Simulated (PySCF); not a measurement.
Species: CH7FSeSi2.
Cartesian coordinates in Å at the PBE0-D3(BJ)/def2-SVP level; atoms count from 1:
```
atom  x, y, z in Å
C1    -2.1620   -0.0174   -0.7676
Si2   -0.8698   -0.1458    0.5585
F3    -0.0212   -1.5276    0.3397
Se4    0.6258    1.5694    0.4240
Si5    2.4847    0.2462    0.1979
H6    -1.6924   -0.0949   -1.7600
H7    -2.9097   -0.8193   -0.6632
H8    -2.6810    0.9519   -0.7086
H9    -1.4594   -0.2161    1.9228
H10    3.6054    1.2277    0.1249
H11    2.4419   -0.5569   -1.0559
H12    2.6718   -0.6455    1.3760
```

Jobs on this species (12 atoms, 84 electrons) with PySCF (density fitting). Hardware of each: one thread, Arm Neoverse V1 (aarch64) (shared host). Times come from a shared host and carry two figures at best. Peak memory is the resident size of the whole Python process, interpreter and libraries included.

```
                                                                 level and settings                                                          work  basis functions  SCF cycles  wall time  peak memory
     delta-SCF UKS PBE, pcX-2 on the ionised atom, pcseg-1 elsewhere, spin-free X2C                                 ΔSCF core ionisation, 6 holes              168           ?          ?            ?
    delta-SCF UKS PBE0, pcX-2 on the ionised atom, pcseg-1 elsewhere, spin-free X2C                                 ΔSCF core ionisation, 6 holes              168          77       68 s     0.70 GiB
delta-SCF UKS SCAN, def2-TZVP on the ionised atom, pcseg-1 elsewhere, spin-free X2C                                 ΔSCF core ionisation, 6 holes              145          86       38 s     0.45 GiB
    delta-SCF UKS SCAN, pcX-2 on the ionised atom, pcseg-1 elsewhere, spin-free X2C                                 ΔSCF core ionisation, 6 holes              168          87       42 s     0.55 GiB
    delta-SCF UKS SCAN, pcX-1 on the ionised atom, pcseg-1 elsewhere, spin-free X2C                                 ΔSCF core ionisation, 6 holes              148          86       34 s     0.45 GiB
 delta-SCF UKS SCAN, pcX-2 on the ionised atom, pcseg-1 elsewhere, non-relativistic                                 ΔSCF core ionisation, 6 holes              168          87       40 s     0.57 GiB
   delta-SCF UKS B3LYP, pcX-2 on the ionised atom, pcseg-1 elsewhere, spin-free X2C                                 ΔSCF core ionisation, 6 holes              168          79       71 s     0.70 GiB
      delta-SCF UKS HF, pcX-2 on the ionised atom, pcseg-1 elsewhere, spin-free X2C                                 ΔSCF core ionisation, 6 holes              168          74       46 s     0.68 GiB
                                                 PBE0-D3(BJ)/def2-SVP, grid level 1  geometry optimisation from a GFN2-xTB start shaken at random              131          48       83 s     0.55 GiB
```

**Question.** Fill in the missing figures.

**Answer.** 
- delta-SCF UKS PBE, pcX-2 on the ionised atom, pcseg-1 elsewhere, spin-free X2C; ΔSCF core ionisation, 6 holes: 29 s, 0.60 GiB, 86 SCF cycles

**Question.** What do all jobs in the table cost together?

**Answer.** About 7.5 min; the longest takes about 18 % of that, and about 2.9 times as long as the shortest.
